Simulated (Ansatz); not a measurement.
Mulliken charges of CH4BClOS, SMILES `COB(S)Cl` from ωB97M-V/def2-TZVPP in Ansatz (PBE0-D4/def2-TZVP geometry).

| atom | x (Å) | y (Å) | z (Å) | charge (e) |
| --- | --- | --- | --- | --- |
| C1 | 0.842 | -1.052 | 0.425 | -0.183 |
| O2 | -0.209 | -0.392 | -0.261 | -0.267 |
| B3 | -0.456 | 0.921 | -0.147 | 0.236 |
| S4 | -1.813 | 1.693 | -1.051 | -0.149 |
| Cl5 | 0.524 | 1.973 | 0.887 | -0.148 |
| H6 | 0.715 | -0.964 | 1.506 | 0.132 |
| H7 | 1.811 | -0.634 | 0.146 | 0.132 |
| H8 | 0.802 | -2.102 | 0.138 | 0.131 |
| H9 | -2.216 | 0.557 | -1.644 | 0.115 |

By hand: the dipole of these point charges (1 e Å = 4.8032 D).

Σ q r = (0.170, -0.452, 0.030) e Å, of length 0.484 e Å = 2.32 D.

How does the dipole of the full density compare? (An estimate is asked.)

Computed: (0.157, -0.438, 0.022) e Å, 2.24 D; the point charges give 1.04 times that, at 1° from its direction.

Point charges leave out the atoms' own dipoles, such as those of lone pairs, and Mulliken's split depends on the basis, so the close match here is no proof of good charges.
